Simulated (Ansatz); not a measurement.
`CC=C([SiH3])[SiH3]`, charge 0, multiplicity 1.

Task: Give a relaxed structure at PBE0-D4/def2-TZVP (the Gaussian-basis code of Ansatz). (Estimate.)

Result: Ansatz gave: 
Z-matrix (Å, degrees):
```
C
C 1 1.489
H 1 1.095 2 110.4
H 1 1.095 2 110.4 3 -117.4
H 1 1.092 2 112.8 3 121.3
C 2 1.341 1 126.8 3 -120.7
H 2 1.093 1 114.2 3 59.2
Si 6 1.860 2 119.2 1 179.9
Si 6 1.869 2 122.3 1 -0.0
H 8 1.489 6 110.9 2 120.2
H 8 1.489 6 110.8 2 -120.9
H 8 1.489 6 109.5 2 -0.4
H 9 1.487 6 108.6 2 -178.2
H 9 1.489 6 111.9 2 -58.8
H 9 1.489 6 111.8 2 62.5
```
Point group Cs.
This is one stationary point; other conformers may exist.
